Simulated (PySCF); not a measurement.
## Electron correlation in Kr⁺ (krypton, charge +1)

[Ar] 3d10 4s2 4p5, 2P determinant. Calculation: PySCF 2.14, in cc-pVDZ-DK; scalar relativity by spin-free X2C-1e. Frozen: [Ar] 3d10; 7 electrons correlated.

MP2 pair energies summed by pair of shells (mhartree):

```tsv
pair	energy	share (%)
4p-4p	-63.84	68.1
4s-4p	-24.64	26.3
4s-4s	-5.21	5.6
```

Total MP2 correlation energy: -93.69 mhartree.

Same-spin part -23.99 and opposite-spin part -69.70 mhartree; SCS-MP2 scales them by 1/3 and 6/5 to -91.64 mhartree.

```csv
level,correlation energy (mhartree)
CCSD,-107.50
(T),-0.81
CCSD(T),-108.31
```

Diagnostics: T1 = 0.0045, D1 = 0.0155, largest double amplitude 0.049.

Problem. Is a single reference adequate?

Solution. Yes, within this model without spin-orbit coupling: T1 lies below 0.03 and no double amplitude reaches 0.07.
